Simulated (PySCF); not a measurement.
Input of a run (PBE0-D3(BJ)/def2-SVP geometry optimisation, gas phase (PySCF 2.14.0)), started from a GFN2-xTB structure with every atom displaced at random (by about 0.01 Å):
```
{"job": {"xc": "PBE0", "basis": "def2-SVP", "d3": "d3bj", "grid": 1, "shake": 0.01, "kind": "geom"}, "charge": 0, "multiplicity": 1}
O     -2.023820     0.156670     0.760440
Si    -0.946710     0.439020    -0.410020
Si     0.785250    -0.741730     0.514870
Se     2.738640    -0.576680    -0.787270
H     -2.932960     0.525560     0.708840
H     -1.445900    -0.037270    -1.700920
H     -0.699960     1.883810    -0.572890
H      1.258900    -0.314620     1.855460
H      0.658630    -2.190200     0.592340
H      2.658360     0.834520    -0.981900
```

Output (energies in Eh, forces in Eh/bohr):
```
step   0  E = -3058.27381148  max force = 0.050678
step   1  E = -3058.28467842  max force = 0.010083
step   2  E = -3058.28537858  max force = 0.003813
step   3  E = -3058.28559375  max force = 0.000900
step   4  E = -3058.28566247  max force = 0.001652
step   5  E = -3058.28572989  max force = 0.001241
step   6  E = -3058.28575303  max force = 0.000626
step   7  E = -3058.28576267  max force = 0.000381
optimisation converged
```

Task: Summarise the run.

Result: The energy falls by 31.4 kJ/mol over 8 energy and gradient evaluations, the largest force component goes from 0.0507 to 3.8e-04 Eh/bohr, and the atoms move by 0.187 Å rms after alignment. The bond that changes most is O1–Si2 (silanol oxygen to oxygen-bound silicon), which lengthens by 0.056 Å. Bonds longer at the end by more than 0.005 Å: 7 of 9; shorter: 2. Among the angles that change most is O1–Si2–Si3, from 97.0° to 108.8°. Among the dihedrals that turn most is H8–Si3–Se4–H10, from -80° to -67°. The energy never rose by more than 1e-6 Eh on the way. The first step brought 91 % of the lowering.

Task: What are the final bond lengths?

Result: O1–Si2 1.671 Å, Si2–Si3 2.335 Å, Si3–Se4 2.299 Å, O1–H5 0.962 Å, Si2–H6 1.498 Å, Si2–H7 1.501 Å, Si3–H8 1.495 Å, Si3–H9 1.493 Å, Se4–H10 1.473 Å. Numbering counts from 1 in the input's order; the species is `O[SiH2][SiH2][SeH]`.

The run used 112 basis functions and 53 SCF cycles in all. Time: 44 s; peak memory 0.47 GiB. Hardware: an Arm Neoverse V1 with one thread (shared host).

PBE0-D3(BJ)/def2-SVP frequencies: not computed here. One conformer, not necessarily the lowest.
